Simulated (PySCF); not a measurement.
## Telling isomers of C7H12N2 apart by NMR

All values are calculated (PySCF 2.14.0 with density-fitted response routines): σ from GIAO-PBE0/pcSseg-1, geometry from GFN2-xTB. One computed conformer, gas phase, averaged over atoms made equivalent by symmetry, fast rotation or ring inversion, relativity neglected.

Referencing at the same level of theory: ¹H, ¹³C against TMS. Where no couplings were computed, multiplicities follow the n + 1 count of equivalent neighbours, and m marks all less simple cases (inequivalent or close neighbours, rings, F or P nearby). Shifts are as computed. Against solution values, carbons near 30 ppm lie about +3 ppm off and those near 130 ppm about +5 ppm. Of 1211 compounds with measured shifts, 218 miss one by over three times the rms of a fit or turn the order of signals round; such compounds aren't used in these exercises.

(1) Tabulate the signals of `C=C/C(=N\N=C)C(C)C`, `C=C/C=N\N=C(\C)CC` and their relative energies.

(2) What is the quickest way to tell C=C/C(=N\N=C)C(C)C from C=C/C=N\N=C(\C)CC?

Answers

(1) 
```tsv
SMILES	carbon types	δC	δH	E rel. (kcal/mol)
C=C/C(=N\N=C)C(C)C	1×C 2×CH 2×CH2 2×CH3	137.7, 133.6, 124.8, 114.7, 32.3, 22.6	6.36 (m, 1H), 6.23 (m, 1H), 6.08 (m, 1H), 5.75 (m, 1H), 5.72 (m, 1H), 2.70 (sept, 1H), 1.17 (d, 6H)	6.8
C=C/C=N\N=C(\C)CC	1×C 2×CH 2×CH2 2×CH3	137.2, 134.6, 130.5, 126.5, 28.3, 24.2, 15.0	6.70 (d, 1H), 6.46 (m, 1H), 5.64 (m, 1H), 5.57 (m, 1H), 2.04 (s, 3H), 1.98 (q, 2H), 1.11 (t, 3H)	0.0
```

Energies are electronic energies at PBE0/pcSseg-1 on these geometries, without zero-point or thermal terms, each for the one conformer computed, which needn't be the lowest.

(2) Count the carbon signals: 6 against 7. The first has an sp3 CH at 32.3 ppm, the second an sp3 CH2 at 28.3 ppm. Their most deshielded carbons lie at 137.7 and 137.2 ppm.
